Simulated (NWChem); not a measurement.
System: C$_{2}$H$_{6}$N anion

```xyz
9

C      0.2156    -1.2273     0.0394
C     -0.4948     0.1631    -0.0187
N      0.3344     1.3050     0.1003
H     -0.5065    -2.0751    -0.0040
H      0.8068    -1.3002     0.9680
H      0.9162    -1.3252    -0.8082
H     -1.1451     0.1046    -0.9519
H     -1.2312     0.1549     0.8205
H      0.8487     1.4222    -0.7804
```
Atoms are numbered in this order, from 1.

Level: B3LYP/def2-SVPD (NWChem), optimised geometry, unscaled harmonic frequencies. The highest occupied level is positive, so the extra electron may be held by the finite basis. B3LYP is NWChem's, with the RPA form of VWN correlation.

Q: List the harmonic frequencies with IR intensities, and the thermochemistry.

A: 
```
frequency (cm⁻¹)  IR intensity (km/mol)
----------------  ---------------------
264                                 3.2
310                                83.8
427                                28.1
775                                 3.7
812                                16.7
1006                               44.4
1025                               83.2
1121                              115.2
1243                                4.6
1308                                5.6
1318                               22.1
1333                               34.7
1413                               19.4
1421                                5.0
1451                                0.5
2569                              590.1
2836                              172.8
2891                              250.4
3015                               73.9
3054                               61.3
3374                              103.9
```

| Property | Value |
|---|---|
| zero-point energy | 47.1 kcal/mol |
| thermal correction to the enthalpy at 298.15 K (with zero-point energy) | 50.4 kcal/mol |
| heat capacity Cv | 14.0 cal/(mol K) |
| entropy at 298.15 K and 1 atm (symmetry number 1) | 64.3 cal/(mol K) |

Rigid rotor and harmonic oscillator.
